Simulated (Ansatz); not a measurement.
C3H6BNO, SMILES `NB(O)C1C=C1`, relaxed with RKS PBE0-D4/def2-TZVP in the Gaussian-basis code of Ansatz from a PBE-D4/def2-SVP geometry. The force threshold is 0.005 eV/Å; the program also tests the step.

The species carries charge 0 and has multiplicity 1.

Start:

```xyz
12

N     0.990    1.407    1.057
B     0.580    0.197    0.433
O     1.287   -0.988    0.558
C    -0.727    0.164   -0.449
C    -0.869   -0.835   -1.602
C    -1.574   -1.110   -0.543
H     0.456    2.268    0.951
H     1.820    1.522    1.638
H     2.079   -0.902    1.115
H    -1.274    1.130   -0.561
H    -0.514   -1.088   -2.606
H    -2.255   -1.765    0.009
```

```json
{"step": "1", "energy (eV)": "-7416.5016", "largest force (eV/Å)": "0.798", "largest move (Å)": "0.000"}
{"step": "2", "energy (eV)": "-7416.5601", "largest force (eV/Å)": "0.239", "largest move (Å)": "0.026"}
{"step": "3", "energy (eV)": "-7416.5650", "largest force (eV/Å)": "0.047", "largest move (Å)": "0.012"}
{"step": "4", "energy (eV)": "-7416.5651", "largest force (eV/Å)": "0.042", "largest move (Å)": "0.008"}
{"step": "5", "energy (eV)": "-7416.5652", "largest force (eV/Å)": "0.023", "largest move (Å)": "0.004"}
{"step": "6", "energy (eV)": "-7416.5653", "largest force (eV/Å)": "0.010", "largest move (Å)": "0.002"}
{"step": "7", "energy (eV)": "-7416.5653", "largest force (eV/Å)": "0.004", "largest move (Å)": "0.003"}
```

End:

```xyz
12

N     0.984    1.400    1.041
B     0.572    0.196    0.431
O     1.278   -0.977    0.572
C    -0.723    0.161   -0.440
C    -0.865   -0.825   -1.586
C    -1.556   -1.104   -0.545
H     0.461    2.250    0.931
H     1.803    1.507    1.614
H     2.063   -0.901    1.116
H    -1.267    1.107   -0.547
H    -0.522   -1.062   -2.578
H    -2.227   -1.751   -0.009
```

Run time 23 s (4 threads of an Arm Neoverse V2 on a shared host); peak host memory 0.58 GiB.
